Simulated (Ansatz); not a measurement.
Cost and result for the atomization energy of `BO[SiH](O)[SiH3]` (12 atoms, 11 bonds).

```csv
atom,x (Å),y (Å),z (Å)
B1,0.8386,0.2354,1.9950
O2,1.1903,-0.4695,0.9038
Si3,0.4659,-0.6487,-0.5821
O4,1.3891,0.0689,-1.7311
Si5,-1.6352,0.3849,-0.6757
H6,1.5711,0.2221,2.9434
H7,-0.1938,0.8577,2.0049
H8,0.4193,-2.1196,-0.7957
H9,2.2413,-0.3181,-1.9397
H10,-2.2436,0.0971,-2.0026
H11,-2.5239,-0.1663,0.3820
H12,-1.5191,1.8561,-0.5022
```

Charge 0, multiplicity 1. Geometry: relaxed with PBE0-D4/def2-TZVP. It is one conformer, not always the lowest. Program: Ansatz. All runs use 4 threads of an Arm Neoverse V2 on a shared host. Times are those of one run each, without the atoms' runs, and a repeat can differ threefold. Electronic energies, without spin–orbit coupling; frozen cores. CCSD(T)/CBS adds CCSD(T) − MP2 in def2-TZVPP to the MP2 limit, and its time is that of the two runs behind it. T1 = 0.014. B3LYP takes the VWN-RPA correlation (the form of Gaussian; ORCA's B3LYP/G).

CCSD(T)/CBS is a level of theory with its own doubt, some kJ/mol a heavy atom from the limit and from the frozen cores, so smaller differences don't rank the functionals.

```
                             level  functions  wall time
   PBE-D4/def2-TZVPP (with forces)        275      2.3 s
                PBE0-D4/def2-TZVPP        275      2.6 s
 B3LYP-D4/def2-TZVPP (with forces)        275      4.1 s
r2SCAN-D4/def2-TZVPP (with forces)        275      4.1 s
                 B2PLYP/def2-TZVPP        275      4.9 s
                ωB97X-V/def2-TZVPP        275      7.5 s
  ωB97M-V/def2-TZVPP (with forces)        275       11 s
                    MP2/def2-QZVPP        521       19 s
                CCSD(T)/def2-TZVPP        275    2.5 min
                 CCSD(T)/CBS(def2)          –    2.8 min
```

Question: What atomization energy does each give, and how far from CCSD(T)/CBS? (An estimate is asked.)

Answer: Ansatz gave: 
```tsv
level	atomization (kJ/mol)	difference from CCSD(T)/CBS	per bond
PBE-D4/def2-TZVPP (with forces)	4258.6	-6.4	-0.6
PBE0-D4/def2-TZVPP	4206.7	-58.3	-5.3
B3LYP-D4/def2-TZVPP (with forces)	4253.4	-11.6	-1.1
r2SCAN-D4/def2-TZVPP (with forces)	4263.8	-1.2	-0.1
B2PLYP/def2-TZVPP	4210.0	-55.0	-5.0
ωB97X-V/def2-TZVPP	4278.4	13.4	1.2
ωB97M-V/def2-TZVPP (with forces)	4267.3	2.3	0.2
MP2/def2-QZVPP	4274.2	9.2	0.8
CCSD(T)/def2-TZVPP	4150.6	-114.4	-10.4
CCSD(T)/CBS(def2)	4265.0	0.0	0.0
```

The D4 term adds +41.8 kJ/mol with B3LYP and +22.2 kJ/mol with PBE0; it sums over pairs of atoms, weighted by their polarisabilities, and B3LYP, whose exchange is more repulsive, gets the larger term. From PBE to PBE0 (25 % exact exchange), in def2-TZVPP and without D4, the atomization energy moves by −48.2 kJ/mol: exact exchange takes away binding that semilocal exchange gives to molecules. In def2-TZVPP, CCSD(T) changes the Hartree–Fock value by +950.3 kJ/mol (the triples alone add +49.0 kJ/mol) and MP2 by +1004.9 kJ/mol; breaking electron pairs costs correlation energy, which Hartree–Fock lacks.
